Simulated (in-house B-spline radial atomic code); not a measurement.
The numbers below are computed, except where a source is named.
**Ghost states of the separable form: Si**

Si, [Ne] 3s2 3p2, non-relativistic LDA (VWN5), spherical and spin-unpolarised, from a B-spline radial code for spherical atoms (atomic units; all potentials screened as in the neutral atom).

Troullier-Martins channels: 3s (ε = -0.3981, r_c = 2.126 bohr), 3p (ε = -0.1533, r_c = 2.566 bohr). In the Kleinman-Bylander form one channel serves as the local potential, and each other channel l becomes |δV u><u δV|/<u|δV|u>, with δV = V_l − V_local and u the pseudo-orbital. Its strength is E_KB = <u|δV²|u>/<u|δV|u>. By the analysis of Gonze, Stumpf and Scheffler a spurious state lies below the reference level ε if E_KB > 0 and ε is above the second level of the local potential alone, or if E_KB < 0 and ε is above its first. The table's levels are those of angular momentum l in a sphere of 9 bohr, whose wall can lift a shallow ε a little above its free-atom value.

```
local  channel   <u δV u>  <u δV² u>        ε  first local level  second local level
    p        s   0.089891    0.14629  -0.3981            -0.5905             -0.0155
    s        p  -0.037875   0.064099  -0.1528            -0.1305              0.1196
```

(1) Apply the rule to each row.

Diagonalising the separable Hamiltonian gives:

```json
{"local": "p", "channel": "s", "three lowest levels": "-0.3981, 0.0309, 0.3312", "all-electron, two lowest valence levels": "-0.3981, 0.0312"}
{"local": "s", "channel": "p", "three lowest levels": "-0.1528, 0.1063, 0.4262", "all-electron, two lowest valence levels": "-0.1528, 0.1067"}
```

(2) Which choices of local channel are safe?

Answers

(1) Local p, channel s: E_KB = +1.63, so ε = -0.3981 is set against -0.0155: no ghost. Local s, channel p: E_KB = -1.69, so ε = -0.1528 is set against -0.1305: no ghost.

(2) All are free of ghosts. Among the safe choices the second level, which tests transfer, is off by at most 0.4 millihartree (s local), 0.4 millihartree (p local).
